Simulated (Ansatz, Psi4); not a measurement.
Ansatz (a program for electronic structure) was given this input:
Ansatz 0.2 input:
```yaml
crystal:
  periodic: [false, false, false]
  atoms:
    - {symbol: C, position_ang: [2.87951788, 0.20566659, 0.42166366]}
    - {symbol: C, position_ang: [1.40826357, 0.10095801, 0.21597349]}
    - {symbol: C, position_ang: [0.71987839, 1.09958188, -0.47152699]}
    - {symbol: C, position_ang: [-0.64445072, 1.01104217, -0.68628767]}
    - {symbol: C, position_ang: [-1.30523065, -0.09810312, -0.20179620]}
    - {symbol: O, position_ang: [-2.75355612, -0.22906971, -0.47044933]}
    - {symbol: C, position_ang: [-0.66932931, -1.10929232, 0.48541880]}
    - {symbol: C, position_ang: [0.69632597, -0.99914869, 0.68833419]}
    - {symbol: H, position_ang: [3.21187229, -0.43385518, 1.23387831]}
    - {symbol: H, position_ang: [3.17135935, 1.23172760, 0.63031576]}
    - {symbol: H, position_ang: [3.39733766, -0.10458254, -0.48607370]}
    - {symbol: H, position_ang: [1.25611675, 1.95835130, -0.84314072]}
    - {symbol: H, position_ang: [-1.16763125, 1.78695379, -1.22369178]}
    - {symbol: H, position_ang: [-3.16875779, 0.65590003, -0.55414266]}
    - {symbol: H, position_ang: [-3.18240640, -0.77713632, 0.22116556]}
    - {symbol: H, position_ang: [-1.21094853, -1.96791192, 0.85156121]}
    - {symbol: H, position_ang: [1.21165585, -1.78111609, 1.22304716]}
basis:
  gaussian:
    orbitals: STO-3G
hamiltonian:
  xc: pbe0
total_charge: 1
accuracy: high
```

### Question
Give the equivalent Psi4 input.

### Answer
This is not unique; one that fits is 
```
memory 2 GB

molecule mol {
1 1
  C     2.879518    0.205667    0.421664
  C     1.408264    0.100958    0.215973
  C     0.719878    1.099582   -0.471527
  C    -0.644451    1.011042   -0.686288
  C    -1.305231   -0.098103   -0.201796
  O    -2.753556   -0.229070   -0.470449
  C    -0.669329   -1.109292    0.485419
  C     0.696326   -0.999149    0.688334
  H     3.211872   -0.433855    1.233878
  H     3.171359    1.231728    0.630316
  H     3.397338   -0.104583   -0.486074
  H     1.256117    1.958351   -0.843141
  H    -1.167631    1.786954   -1.223692
  H    -3.168758    0.655900   -0.554143
  H    -3.182406   -0.777136    0.221166
  H    -1.210949   -1.967912    0.851561
  H     1.211656   -1.781116    1.223047
}

set basis sto-3g
set reference rks
set scf_type pk
set puream true
set d_convergence 1e-8
set dft_radial_points 99
set dft_spherical_points 590

energy('pbe0')
print_variables()
```

Both were run: Ansatz gave -342.447039 Eh and Psi4 -342.447041 Eh, 0.002 mEh apart.
